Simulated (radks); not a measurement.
The nuclear charge of neutral gold is varied continuously with 79 electrons held in [Xe] 4f14 5d10 6s1. Method: scalar-relativistic Kohn-Sham, PBEsol, spin-polarised, spherical densities, finite nucleus; open shells are filled with parallel spins first (spin-orbit coupling, left out, can overturn this in heavy ions); Fermi nuclear charge, rms radius 5.4371 fm; computed with a radial shooting solver on a logarithmic mesh with Libxc functionals. By the Hellmann-Feynman theorem dE/dZ = E(electron-nucleus)/Z, the electronic potential at the nucleus (averaged over a nucleus of fixed radius). The scalar-relativistic energy here is not variational (the density holds large components alone), so the two differ by a part that grows with Z.

Z     E (hartree)  E(electron-nucleus)/Z (hartree)  HOMO  e(HOMO) (eV)  <r> HOMO (bohr)
78.8  -18881.8507                         -596.088    6s        -4.566            2.929
78.9  -18942.0520                         -597.272    6s        -5.337            2.881
79    -19002.3744                         -598.457    6s        -6.130            2.837
79.1  -19062.8178                         -599.642    6s        -6.946            2.794
79.2  -19123.3825                         -600.828    6s        -7.782            2.754
79.3  -19184.0684                         -602.013    6s        -8.639            2.716
79.4  -19244.8755                         -603.200    6s        -9.515            2.680
79.5  -19305.8040                         -604.386    6s       -10.411            2.646
79.6  -19366.8538                         -605.574    6s       -11.325            2.613
79.7  -19428.0251                         -606.761    6s       -12.257            2.581
79.8  -19489.3179                         -607.950    6s       -13.207            2.551
79.9  -19550.7323                         -609.139    6s       -14.175            2.522
80    -19612.2683                         -610.328    6s       -15.159            2.494

The central difference of E at Z = 79 is -603.829 hartree, to compare with the third column; the second derivative is -12.1 hartree.
